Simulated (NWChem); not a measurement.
System: C₂H₅ClGe; SMILES Cl/C=[CH]/[GeH3]

NWChem input:

```
start job
memory heap 200 mb stack 700 mb global 900 mb
geometry units angstroms noautoz
  Cl     0.005010    -2.883136     0.000000
  C     -0.396749    -1.200473     0.000000
  C      0.506959    -0.220218     0.000000
  Ge    -0.011469     1.648632     0.000000
  H     -1.478238    -1.033632     0.000000
  H      1.570052    -0.485513     0.000000
  H      0.546976     2.352518    -1.249690
  H      0.546976     2.352518     1.249690
  H     -1.547566     1.728739     0.000000
end
basis spherical
  * library def2-svp
end
dft
  xc hfexch
  iterations 150
  mulliken
end
task dft energy
```

Parts of the log:

```
             Northwest Computational Chemistry Package (NWChem) 7.3.0
             --------------------------------------------------------

 CS  symmetry detected

                             Geometry "geometry" -> ""
                             -------------------------

 Output coordinates in angstroms (scale by  1.889725989 to convert to a.u.)

  No.       Tag          Charge          X              Y              Z
 ---- ---------------- ---------- -------------- -------------- --------------
    1 Cl                  17.0000     0.02235364    -2.88507445     0.00000000
    2 C                    6.0000    -0.38966869    -1.20489510     0.00000000
    3 C                    6.0000     0.50803909    -0.21914221     0.00000000
    4 Ge                  32.0000    -0.02178654     1.64650854     0.00000000
    5 H                    1.0000    -1.47215593    -1.04465851     0.00000000
    6 H                    1.0000     1.57273162    -0.47794325     0.00000000
    7 H                    1.0000     0.53235161     2.35379012    -1.24969000
    8 H                    1.0000     0.53235161     2.35379012     1.24969000
    9 H                    1.0000    -1.55834389     1.71723786     0.00000000

 Effective nuclear repulsion energy (a.u.)     290.1899515852

      Symmetry information
      --------------------

 Group name             Cs
 Group number              2
 Group order               2
 No. of unique centers     8

  xc_inp: hfexch multiplicative factor not found.

                                 NWChem DFT Module
                                 -----------------

 Summary of "ao basis" -> "ao basis" (spherical)
 ------------------------------------------------------------------------------
       Tag                 Description            Shells   Functions and Types
 ---------------- ------------------------------  ------  ---------------------
 Cl                         def2-svp                 8       18   4s3p1d
 C                          def2-svp                 6       14   3s2p1d
 Ge                         def2-svp                12       32   5s4p3d
 H                          def2-svp                 3        5   2s1p

      Symmetry analysis of basis
      --------------------------

        a'         72
        a"         31

            General Information
            -------------------
          SCF calculation type: DFT
          Wavefunction type:  closed shell.
          No. of atoms     :     9
          No. of electrons :    66
           Alpha electrons :    33
            Beta electrons :    33
          Charge           :     0
          Spin multiplicity:     1
          Use of symmetry is: on ; symmetry adaption is: on
          Maximum number of iterations: 150
          AO basis - number of functions:   103
                     number of shells:    47
          Convergence on energy requested:  1.00D-06
          Convergence on density requested:  1.00D-05
          Convergence on gradient requested:  5.00D-04

              XC Information
              --------------
                     Hartree-Fock (Exact) Exchange  1.000

      Superposition of Atomic Density Guess
      -------------------------------------

 Sum of atomic energies:       -2612.11302566

      Non-variational initial energy
      ------------------------------

 Total energy =   -2613.873279
 1-e energy   =   -4211.019972
 2-e energy   =    1306.956742
 HOMO         =      -0.293046
 LUMO         =       0.013963

      Symmetry analysis of molecular orbitals - initial
      -------------------------------------------------

  Numbering of irreducible representations:

     1 a'          2 a"

  Orbital symmetries:

     1 a'          2 a'          3 a'          4 a'          5 a'
     6 a"          7 a'          8 a'          9 a'         10 a'
    11 a'         12 a"         13 a'         14 a'         15 a"
    16 a'         17 a'         18 a"         19 a'         20 a'
    21 a"         22 a'         23 a'         24 a'         25 a'
    26 a'         27 a'         28 a"         29 a"         30 a'
    31 a'         32 a'         33 a"         34 a"         35 a'
    36 a'         37 a'         38 a'         39 a"         40 a'
    41 a'         42 a'         43 a'

     ---------------------------------------------
      Total Density - Mulliken Population Analysis
     ---------------------------------------------

    Atom       Charge   Shell Charges
 -----------   ------   -------------------------------------------------------
    1 Cl  17    17.21   2.00  1.99  1.22  0.71  5.94  2.12  3.20  0.02
    2 C    6     5.80   1.99  0.95  0.26  1.70  0.86  0.05
    3 C    6     6.43   1.99  0.99  0.30  2.04  1.08  0.02
    4 Ge  32    31.53   2.00  2.00  2.00  1.06  0.26  6.00  5.98  1.21  0.95  8.13  1.82  0.15
    5 H    1     0.90   0.67  0.20  0.02
    6 H    1     0.89   0.66  0.21  0.03
    7 H    1     1.08   0.68  0.39  0.01
    8 H    1     1.08   0.68  0.39  0.01
    9 H    1     1.08   0.68  0.39  0.01

   convergence    iter        energy       DeltaE   RMS-Dens  Diis-err
 ---------------- ----- ----------------- --------- --------- ---------
 d= 0,ls=0.0,diis     1  -2612.9581817621 -2.90D+03  4.92D-03  2.66D-01
 d= 0,ls=0.0,diis     2  -2613.0008808457 -4.27D-02  2.24D-03  6.26D-02
 d= 0,ls=0.0,diis     3  -2613.0085307537 -7.65D-03  9.24D-04  5.73D-03
 d= 0,ls=0.0,diis     4  -2613.0097793581 -1.25D-03  2.10D-04  2.29D-04
 d= 0,ls=0.0,diis     5  -2613.0098346837 -5.53D-05  7.85D-05  3.71D-05
  Resetting Diis
 d= 0,ls=0.0,diis     6  -2613.0098442809 -9.60D-06  4.89D-05  7.40D-06
 d= 0,ls=0.0,diis     7  -2613.0098466707 -2.39D-06  9.84D-06  4.91D-07
 d= 0,ls=0.0,diis     8  -2613.0098468148 -1.44D-07  5.25D-06  9.10D-08

[...]
```

Level: Hartree-Fock/def2-SVP. Coordinates come from a PBE0/def2-SVP optimisation.
